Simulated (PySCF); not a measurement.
**Calculated NMR data**

How the numbers were obtained: GFN2-xTB geometry, PBE0/pcSseg-1 with gauge-including orbitals, in PySCF 2.14.0 with density-fitted response routines (non-relativistic Hamiltonian, isolated molecule, averaged over atoms made equivalent by symmetry, fast rotation or ring inversion, one conformer).

Referencing at the same level of theory: 1H, 13C against TMS. Splittings of carbon signals by F and P are missing where no couplings were computed. Where no couplings were computed, multiplicities follow the n + 1 count of equivalent neighbours, and m marks all less simple cases (inequivalent or close neighbours, rings, F or P nearby). Shifts are as computed. Against solution values, carbons near 30 ppm lie about +3 ppm off and those near 130 ppm about +5 ppm. Of 1211 compounds with measured shifts, 218 miss one by over three times the rms of a fit or turn the order of signals round; such compounds aren't used in these exercises.

**1.** `FC(F)[C@@]12C=CC[C@]1(F)C2`, C7H7F3. 1H NMR (400 MHz, computed): δ 6.44 (m, 1H), 5.99 (m, 1H), 5.75 (m, 1H), 3.23 (m, 1H), 2.91 (m, 1H), 1.71 (m, 1H), 0.43 (m, 1H). 13C{1H} NMR (computed): δ 140.5 (CH), 136.9 (CH), 121.5 (CH), 89.2 (C), 44.8 (C), 44.3 (CH2), 27.2 (CH2).

**2.** `InChI=1S/C2H6F4Si2/c3-1(4,5)2(6,7)8/h7-8H3`. 1H NMR (400 MHz, computed): δ 4.20 (m, 6H). 13C{1H} NMR (computed): δ 136.4, 91.1.
